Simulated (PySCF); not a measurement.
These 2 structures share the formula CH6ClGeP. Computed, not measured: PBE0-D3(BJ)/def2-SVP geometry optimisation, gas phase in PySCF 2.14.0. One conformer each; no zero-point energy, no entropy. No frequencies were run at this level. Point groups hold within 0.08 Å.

Question: Order them by energy at this level, lowest first, and give relative energies in kJ/mol.
A. `[PH2:1][GeH2:2][CH2:3][Cl:4]` with H–P1–Ge2–C3 -54° and 39°, P1–Ge2–C3–Cl4 -60°
B. `[CH3:1][Ge@@H:2]([PH2:3])[Cl:4]` with C1–Ge2–P3–H -52° and 42°

Answer: B (0.0), A (154.5).

```csv
SMILES,E (Eh),E rel (kJ/mol),dipole (D),point group,"A, B, C (MHz)"
[CH3][Ge@@H]([PH2])[Cl],-2919.20042,0.0,2.90,C1,"3280, 2037, 1439"
[PH2][GeH2][CH2]Cl,-2919.14157,154.5,1.77,C1,"3623, 1560, 1172"
```
